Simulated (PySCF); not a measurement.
B₂F₃, SMILES F[B]B(F)F, multiplicity 2. Coordinates come from a PBE0-D3(BJ)/def2-SVP optimisation. The isomer is the one that the SMILES or the coordinates give; other isomers of the formula were not compared. One conformer was computed; it need not be the lowest.

The numbers are results of PBE0-D3(BJ)/def2-SVP in PySCF, not measurements.

Harmonic wavenumbers (cm⁻¹): 124, 204, 354, 414, 591, 682, 1226, 1399, 1521. Rotational constants (GHz): 9.893, 2.955, 2.327; symmetry number 1.

Task: Work out the zero-point energy and the ideal-gas rigid-rotor harmonic-oscillator thermochemistry at 298.15 K and 1 atm.

Result: ZPE = ½ Σ hcν = ½ × 6515 cm⁻¹ = 9.31 kcal/mol. H − E(el) = 13.07 kcal/mol. Entropy in cal/(mol K): translation 39.00, rotation 25.96, vibration 8.06, spin 1.38, total 74.40. G − E(el) = -9.11 kcal/mol. Cp = 17.00 cal/(mol K). Modes under 150 cm⁻¹ make the vibrational entropy uncertain.
